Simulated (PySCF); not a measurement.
Geometry (Å), atoms numbered from 1 in this order:
```xyz
26

C    -1.1795   -0.7996   -1.1665
N    -0.8958   -0.1453    0.1203
C    -1.5813   -0.8620    1.2000
B    -1.3910    1.4354    0.0582
C    -0.1526    2.1016   -0.7608
C     1.0319    1.1317   -0.5690
C     0.5703    0.0211    0.3773
C     1.3921   -1.2584    0.3128
N     2.7154   -0.9994    0.8416
H    -0.6919   -0.2471   -1.9780
H    -0.8327   -1.8440   -1.1712
H    -2.2624   -0.7707   -1.3365
H    -1.3379   -0.3839    2.1561
H    -2.6645   -0.7866    1.0381
H    -1.2913   -1.9243    1.2263
H    -2.5019    1.4393   -0.4628
H    -1.4297    1.7799    1.2375
H    -0.3590    2.2381   -1.8350
H     0.0869    3.1011   -0.3686
H     1.9254    1.6149   -0.1442
H     1.3557    0.6849   -1.5268
H     0.6272    0.3982    1.4097
H     1.3862   -1.6470   -0.7283
H     0.9218   -2.0340    0.9407
H     3.2235   -0.3648    0.2289
H     3.2592   -1.8575    0.8809
```

Geometry: PBE0-D3(BJ)/def2-SVP; GIAO absolute shieldings from PySCF 2.14.0 with density-fitted response routines, gas phase, non-relativistic, averaged over equivalent atoms.

At PBE0/pcSseg-1 (238 basis functions, 71 s wall time on 1 thread of an Arm Neoverse V2, shared host):
| atoms | σ (ppm) |
| --- | --- |
| C7 | 112.4 |
| C3 | 135.4 |
| C8 | 140.9 |
| C1 | 143.2 |
| C6 | 154.0 |
| C5 | 177.1 |
| N2 | 192.8 |
| N9 | 235.8 |
| B4 | 104.7 |
| H22 | 28.60 |
| H24 | 28.61 |
| H13/H14/H15 | 28.82 |
| H16 | 28.83 |
| H17 | 28.84 |
| H23 | 28.85 |
| H20 | 29.11 |
| H10/H11/H12 | 29.23 |
| H21 | 30.15 |
| H19 | 30.37 |
| H18 | 30.57 |
| H25/H26 | 31.09 |

Estimate the result of repeating the calculation with WP04/pcSseg-1.

## Answers


| atoms | σ at WP04/pcSseg-1 | change |
| --- | --- | --- |
| C7 | 98.4 | -14.0 |
| C3 | 123.3 | -12.1 |
| C8 | 126.8 | -14.1 |
| C1 | 129.8 | -13.4 |
| C6 | 139.9 | -14.1 |
| C5 | 161.7 | -15.4 |
| N2 | 173.6 | -19.2 |
| N9 | 218.6 | -17.2 |
| B4 | 97.3 | -7.4 |
| H22 | 28.86 | +0.26 |
| H24 | 29.06 | +0.45 |
| H13/H14/H15 | 29.18 | +0.36 |
| H16 | 29.66 | +0.83 |
| H17 | 29.69 | +0.85 |
| H23 | 29.13 | +0.28 |
| H20 | 29.62 | +0.51 |
| H10/H11/H12 | 29.52 | +0.29 |
| H21 | 30.47 | +0.32 |
| H19 | 30.81 | +0.44 |
| H18 | 30.98 | +0.41 |
| H25/H26 | 31.21 | +0.12 |

The largest change is at N2 (donor nitrogen of a Lewis adduct). Cost: 238 basis functions, 58 s wall time on 1 thread of an Arm Neoverse V2, shared host. The order of the carbon signals is the same at both levels.

A carbon bonded to boron is broadened by the quadrupolar boron nucleus and is often missing from a measured spectrum.
